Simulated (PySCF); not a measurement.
Protons, H atoms and electrons added to or taken from N=C=O. Gas-phase values, no solvent. One relaxed conformer stands for each flexible species; it need not be the lowest. Strings in code marks are SMILES.

The vertical ionisation energy (Delta-SCF) from two functionals at the same geometries (M06-2X/def2-TZVP), both in PySCF: PBE-D3(BJ)/def2-TZVP and B3LYP-D3(BJ)/def2-TZVP. B3LYP has the VWN-RPA correlation part, as in Gaussian. Delta-SCF ions had no search for a lower state. 

| species | B3LYP-D3(BJ)/def2-TZVP (eV) |
|---|---|
| neutral parent (`N=C=O`) | 11.70 |
| proton added at N1 (`C(=[NH2+])=O`) | 20.19 |
| proton added at O3 (`N=C=[OH+]` (not the most basic site)) | 20.17 |

**Question.** What does PBE-D3(BJ)/def2-TZVP give for each?

**Answer.** 
- neutral parent (`N=C=O`): 11.60
- proton added at N1 (`C(=[NH2+])=O`): 20.08
- proton added at O3 (`N=C=[OH+]` (not the most basic site)): 20.02
Over these rows, drawn at random from the members with no instability flagged (it was tested for open shells, ions and some series alone), PBE minus B3LYP-D3(BJ): mean -0.12 eV, from -0.15 eV to -0.10 eV.
